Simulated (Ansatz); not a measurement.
Species: H$_{2}$FO$_{2}$Si, SMILES `[Si](O)(O)F` (H–O–Si–F torsion 72°, F–Si–O–H torsion 164°) (charge 0, multiplicity 2), formula H$_{2}$FO$_{2}$Si.

Problem. How many basis functions does frozen-core CCSD(T)/cc-pVTZ // PBE0-D3(BJ)/def2-TZVP (Ansatz, a program for electronic structure) use, how many core orbitals are frozen, and how many electrons are correlated?

Solution. 152 basis functions and 8 frozen orbitals, which leaves 25 correlated electrons. Core time is of the order of minutes.
